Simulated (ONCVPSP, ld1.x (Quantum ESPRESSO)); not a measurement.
Potentials for phosphorus (P) compared

Generated with ld1.x 7.5 (TM, RRKJ, ultrasoft, PAW), atompaw 4.2 or ONCVPSP 4.0.1. The cutoff is in Ry: for ld1.x and atompaw files where the sum of valence levels is converged to 10 mRy in a Bessel basis, for ONCV files where the hardest occupied wave has 1 mHa per electron of residual kinetic energy. The error is the largest all-electron minus pseudo excitation energy over each file’s own four to seven test configurations (ionisations up to +4, promotions, holes and added fractions of an electron), all of which were solved. The labels leave out finer settings (local radius, basis sizes, second energies), which also bear on the numbers. Spin-polarised tests are not counted. The rows are a selection from randomly drawn settings: files with unsolved tests, undetermined cutoffs or missed reference levels are left out.

A true bound ghost makes a file unfit for plane-wave use even where its test errors are small: the radial tests pick states by their node count and pass the ghost by.

| potential | cutoff (Ry) | largest error (meV) | bound ghosts |
| --- | --- | --- | --- |
| PAW, PBE, scalar-relativistic, rc 1.75/1.65 (sp), local smoothed, core correction yes, reference 3s2 3p3 | 10 | -129 | none |
| ONCV, PBE, scalar-relativistic, rc 0.95/0.85/0.80 (spd), local smoothed, core correction no, reference 2s2 2p6 3s2 3p3, qcut 16/22.1/12.8, projectors 2/2/2 | 248 | +9.5 | none |
| ONCV, PBE, non-relativistic, rc 1.50/1.95 (sp), local smoothed, core correction yes, reference 3s2 3p2.5, qcut 4.4/4.8, projectors 2/1 | 20 | +13 | none |

(1) Fill in the row for P: ONCV, Wu-Cohen, scalar-relativistic, rc 0.75/1.05/1.00 (spd), local smoothed, core correction no, reference 2s2 2p6 3s1.5 3p3.5, qcut 17.3/14.3/10, projectors 2/2/3.

(2) Fill in the row for P: ONCV, LDA (Perdew-Zunger), scalar-relativistic, rc 1.55/1.65 (sp), local smoothed, core correction no, reference 3s2 3p3, qcut 3.8/5.8, projectors 3/2.

(3) Fill in the row for P: ONCV, PBE, fully relativistic, rc 0.70/0.85/0.85 (spd), local smoothed, core correction no, reference 2s2 2p6 3s2 3p3, qcut 18.1/17.1/13.4, projectors 2/2/3.

Answers

(1) cutoff 190 Ry, largest error -395 meV, bound ghosts: d.

(2) cutoff 41 Ry, largest error +132 meV, bound ghosts: none.

(3) cutoff 228 Ry, largest error -222 meV, bound ghosts: none.
